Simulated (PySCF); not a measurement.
Start geometry of `S=CB(F)F` from GFN2-xTB (Å):
```
atom  x, y, z in Å
F1     1.2450    1.3443    0.0238
B2     0.7686    0.1250    0.1024
F3     1.6646   -0.8050    0.3602
C4    -0.7364   -0.2329   -0.0908
S5    -1.9101    0.8484   -0.4043
H6    -1.0287   -1.2779   -0.0129
```

What comes out of this run: PBE0-D3(BJ)/def2-SVP geometry optimisation, gas phase (PySCF)?

```
atom  x, y, z in Å
F1     1.1478    1.3969    0.2440
B2     0.7287    0.1561    0.2716
F3     1.5540   -0.7601    0.7362
C4    -0.7046   -0.2584   -0.2302
S5    -1.7124    0.7748   -0.9606
H6    -1.0110   -1.3076   -0.0812
```

The energy falls by 0.63 kcal/mol over 10 energy and gradient evaluations, the largest force component goes from 0.0128 to 2.8e-04 Eh/bohr, and the atoms move by 0.060 Å rms after alignment. Among the bonds, B2–C4 and C4–H6 change most and about equally (+0.015 Å). Bonds longer at the end by more than 0.005 Å: 2 of 5; shorter: 1. Among the angles that change most is F1–B2–F3, from 114.9° to 117.8°. Rotational constants go from 9987, 2211, 1810 to 9756, 2256, 1834 MHz. The orientation of the end geometry is arbitrary; only internal coordinates are fixed.

The run used 79 basis functions and 75 SCF cycles in all.

PBE0-D3(BJ)/def2-SVP frequencies: not computed here.
